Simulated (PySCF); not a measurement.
1,3-dithiane (C4H8S2), SMILES S1CSCCC1.

Geometry: PBE-D3(BJ)/def2-SVP. One conformer was computed; it need not be the lowest.

Calculation: PBE-D3(BJ)/def2-SVP run with PySCF.

Frequencies are harmonic and unscaled.

```tsv
mode	ν (cm⁻¹)	IR (km/mol)	moving atoms (share of kinetic energy)
1	172	0.4	C 40 %, H 37 %, S 24 %
2	205	1.6	H 39 %, C 38 %, S 24 %
3	310	1.3	S 46 %, C 44 %, H 11 %
4	314	0.1	S 39 %, C 34 %, H 27 %
5	334	1.8	H 41 %, C 31 %, S 28 %
6	456	0.1	H 49 %, C 32 %, S 18 %
7	632	1.6	C 59 %, S 21 %, H 20 %
8	660	10.0	C 61 %, S 22 %, H 16 %
9	665	0.5	C 57 %, S 34 %, H 9 %
10	711	19.5	C 64 %, S 27 %, H 9 %
11	765	0.5	H 63 %, C 34 %
12	792	1.5	H 70 %, C 28 %
13	882	4.1	C 59 %, H 36 %
14	902	10.6	C 51 %, H 47 %
15	985	2.9	H 52 %, C 46 %
16	1042	0.5	H 55 %, C 45 %
17	1059	0.7	H 94 %
18	1123	0.4	H 87 %, C 12 %
19	1139	15.6	H 90 %, C 9 %
20	1177	1.5	H 81 %, C 18 %
21	1216	10.4	H 80 %, C 20 %
22	1247	11.3	H 71 %, C 29 %
23	1266	0.2	H 82 %, C 18 %
24	1323	0.1	H 64 %, C 36 %
25	1347	6.7	H 93 %
26	1377	5.5	H 92 %, C 8 %
27	1381	13.8	H 92 %
28	1395	8.1	H 90 %, C 10 %
29	2957	29.3	H 94 %
30	2960	7.0	H 94 %
31	2963	45.1	H 94 %
32	2971	14.0	H 94 %
33	3028	11.3	H 91 %, C 9 %
34	3048	4.6	H 91 %, C 9 %
35	3049	8.9	H 91 %, C 9 %
36	3072	0.4	H 91 %, C 9 %
```
